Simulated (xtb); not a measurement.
C₂H₅O, charge -1, singlet, from a rough starting geometry; GFN2-xTB (xtb 6.7.1).

The xtb input:
```
$ xtb mol.xyz --gfn 2 --chrg -1 --opt vtight --json

# file mol.xyz
8

C     -0.02713483     1.37544809     0.12344605
O      0.02426199     0.25920532     0.94293266
C     -0.05583317    -0.95246506     0.14311830
H      0.87161441     1.46290038    -0.52484547
H     -0.90598491     1.44968713    -0.49953445
H      0.04902659    -1.80575624     0.84979220
H     -0.80330157    -0.93522761    -0.52247903
H      0.86208120    -0.97273954    -0.52898076
```

Output, abridged:

```
   ID    Z sym.   atoms
    1    6 C      1, 3
    2    8 O      2
    3    1 H      4-8

           -------------------------------------------------
          |                Calculation Setup                |
           -------------------------------------------------

           -------------------------------------------------
          |                 G F N 2 - x T B                 |
           -------------------------------------------------

          ...................................................
          :                      SETUP                      :
          :.................................................:
          :  # basis functions                  17          :
          :  # atomic orbitals                  17          :
          :  # shells                           11          :
          :  # electrons                        20          :
          :  max. iterations                   250          :
          :  Hamiltonian                  GFN2-xTB          :
          :  restarted?                      false          :
          :  GBSA solvation                  false          :
          :  PC potential                    false          :
          :  electronic temp.          300.0000000     K    :
          :  accuracy                    1.0000000          :
          :  -> integral cutoff          0.2500000E+02      :
          :  -> integral neglect         0.1000000E-07      :
          :  -> SCF convergence          0.1000000E-05 Eh   :
          :  -> wf. convergence          0.1000000E-03 e    :
          :  Broyden damping             0.4000000          :
          :  net charge                         -1          :
          :  unpaired electrons                  0          :
          ...................................................

 iter      E             dE          RMSdq      gap      omega  full diag
   1    -10.9722312 -0.109722E+02  0.532E+00    9.62       0.0  T
   2    -11.0518345 -0.796033E-01  0.264E+00    7.51       1.0  T
   3    -11.0528230 -0.988504E-03  0.139E+00    7.49       1.0  T
   4    -11.0530738 -0.250783E-03  0.153E-01    7.23       1.0  T
   5    -11.0530826 -0.881791E-05  0.707E-02    7.27       1.0  T
   6    -11.0530870 -0.436490E-05  0.178E-02    7.26       2.0  T
   7    -11.0530880 -0.996654E-06  0.508E-03    7.27       7.0  T
   8    -11.0530881 -0.118340E-06  0.120E-03    7.26      29.4  T
   9    -11.0530881 -0.196236E-08  0.400E-04    7.27      88.5  T
  10    -11.0530881 -0.682565E-10  0.161E-04    7.27     219.3  T

   *** convergence criteria satisfied after 10 iterations ***

         :::::::::::::::::::::::::::::::::::::::::::::::::::::
         ::                     SUMMARY                     ::
         :::::::::::::::::::::::::::::::::::::::::::::::::::::
         :: total energy             -10.947822730506 Eh    ::
         :: gradient norm              0.149955837059 Eh/a0 ::
         :: HOMO-LUMO gap              7.265346951578 eV    ::
         ::.................................................::
         :: SCC energy               -11.053087854672 Eh    ::
         :: -> isotropic ES            0.168930912528 Eh    ::
         :: -> anisotropic ES         -0.000500216353 Eh    ::
         :: -> anisotropic XC          0.000641834267 Eh    ::
         :: -> dispersion             -0.003967272901 Eh    ::
         :: repulsion energy           0.105265124165 Eh    ::
         :: add. restraining           0.000000000000 Eh    ::
         :: total charge              -1.000000000000 e     ::
         :::::::::::::::::::::::::::::::::::::::::::::::::::::

      -----------------------------------------------------------
     |                   =====================                   |
     |                        A N C O P T                        |
     |                   =====================                   |
     |               Approximate Normal Coordinate               |
[...]
 * total energy  :   -10.9658039 Eh     change       -0.1798120E-01 Eh
 * total energy  :   -10.9691183 Eh     change       -0.3314403E-02 Eh
 * total energy  :   -10.9698805 Eh     change       -0.7622088E-03 Eh
 * total energy  :   -10.9702360 Eh     change       -0.3554147E-03 Eh
 * total energy  :   -10.9703227 Eh     change       -0.8679013E-04 Eh
 * total energy  :   -10.9703595 Eh     change       -0.3677517E-04 Eh
 * total energy  :   -10.9703655 Eh     change       -0.5975137E-05 Eh
 * total energy  :   -10.9703678 Eh     change       -0.2310633E-05 Eh
 * total energy  :   -10.9703684 Eh     change       -0.5836715E-06 Eh
 * total energy  :   -10.9703686 Eh     change       -0.2243023E-06 Eh
 * total energy  :   -10.9703688 Eh     change       -0.1773274E-06 Eh
 * total energy  :   -10.9703689 Eh     change       -0.7114750E-07 Eh
   *** GEOMETRY OPTIMIZATION CONVERGED AFTER 13 ITERATIONS ***
         :: total energy             -10.970368862445 Eh    ::
[...]

         #    Occupation            Energy/Eh            Energy/eV
      -------------------------------------------------------------
         1        2.0000           -0.4534995             -12.3403
         2        2.0000           -0.4099741             -11.1560
         3        2.0000           -0.3412275              -9.2853
         4        2.0000           -0.3251086              -8.8467
         5        2.0000           -0.3135708              -8.5327
         6        2.0000           -0.2695058              -7.3336
         7        2.0000           -0.2098119              -5.7093
         8        2.0000           -0.2034899              -5.5372
         9        2.0000           -0.1440595              -3.9201
        10        2.0000           -0.0449263              -1.2225 (HOMO)
        11                          0.2690960               7.3225 (LUMO)
        12                          0.3037096               8.2644
        13                          0.3494278               9.5084
        14                          0.3535840               9.6215
        15                          0.3998841              10.8814
        16                          0.4018664              10.9353
        17                          0.4514627              12.2849
      -------------------------------------------------------------
                  HL-Gap            0.3140223 Eh            8.5450 eV
             Fermi-level            0.1120849 Eh            3.0500 eV

     #   Z          covCN         q      C6AA      α(0)
     1   6 C        2.681    -0.193    33.051     9.408
     2   8 O        1.692    -0.422    21.257     6.225
     3   6 C        3.633     0.126    18.892     6.256
     4   1 H        0.913    -0.187     9.912     4.924
     5   1 H        0.913    -0.187     9.911     4.924
     6   1 H        0.922    -0.050     4.102     3.168
     7   1 H        0.921    -0.043     3.929     3.100
     8   1 H        0.921    -0.043     3.931     3.101

 Mol. C6AA /au·bohr⁶  :        724.653031
 Mol. C8AA /au·bohr⁸  :      13783.835630
 Mol. α(0) /au        :         41.105595

Wiberg/Mayer (AO) data.
largest (>0.10) Wiberg bond orders for each atom

 ---------------------------------------------------------------------------
     #   Z sym  total        # sym  WBO       # sym  WBO       # sym  WBO
 ---------------------------------------------------------------------------
     1   6 C    2.802 --     4 H    0.951     5 H    0.951     2 O    0.846
     2   8 O    1.980 --     3 C    1.056     1 C    0.846
     3   6 C    3.989 --     2 O    1.056     6 H    0.971     7 H    0.964
                             8 H    0.964
     4   1 H    0.965 --     1 C    0.951
     5   1 H    0.965 --     1 C    0.951
     6   1 H    0.997 --     3 C    0.971
     7   1 H    0.998 --     3 C    0.964
     8   1 H    0.998 --     3 C    0.964
 ---------------------------------------------------------------------------

Topologies differ in total number of bonds
Writing topology from bond orders to xtbtopo.mol

molecular dipole:
                 x           y           z       tot (Debye)
 q only:        0.009      -1.608      -0.385
   full:        0.010      -2.339      -0.982       6.447
molecular quadrupole (traceless):
                xx          xy          yy          xz          yz          zz
 q only:        2.047       0.051      -3.187      -0.018       0.851       1.141
  q+dip:        4.809       0.087      -6.833      -0.015      -1.539       2.025
   full:        4.511       0.076      -6.357      -0.011      -1.885       1.845

optimized geometry written to: xtbopt.xyz

           -------------------------------------------------
          | TOTAL ENERGY              -10.970368862445 Eh   |
          | GRADIENT NORM               0.000047531972 Eh/α |
          | HOMO-LUMO GAP               8.544980793451 eV   |
           -------------------------------------------------

normal termination of xtb
```
